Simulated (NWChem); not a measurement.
System: C2H6BFO; SMILES CCOBF

Here is an NWChem input.

```
start job
memory heap 200 mb stack 900 mb global 1100 mb
geometry units angstroms noautoz
  B     -0.506392     1.319379    -0.270783
  H     -1.277572     2.073337    -0.807143
  F      0.712040     1.749412     0.056982
  O     -0.883200     0.061922    -0.008832
  C     -0.036930    -0.896611     0.607870
  C      0.452922    -1.906496    -0.404980
  H      0.810332    -0.394679     1.102293
  H     -0.636169    -1.392439     1.387761
  H      1.089090    -1.427559    -1.164773
  H      1.044930    -2.689987     0.091756
  H     -0.394398    -2.385490    -0.917643
end
basis spherical
  B library pcseg-1
  H library pcseg-1
  F library pcseg-1
  O library pcseg-1
  C library pcseg-1
end
dft
  xc xtpss03 ctpss03
  iterations 150
  mulliken
end
task dft energy
```

The geometry was optimised at PBE0/def2-SVP.

Problem. Predict the main results of this run. (TPSS/pcseg-1.) Quantities: basis functions; energy (Ha); highest occupied level (eV); orbital gap (eV); dipole (D).

Solution. 
```
Item                           Value
---------------------------  -------
number of basis functions        100
energy (Ha)                  -279.82
highest occupied level (eV)    -7.77
orbital gap (eV)                7.58
dipole (D)                      1.73
```
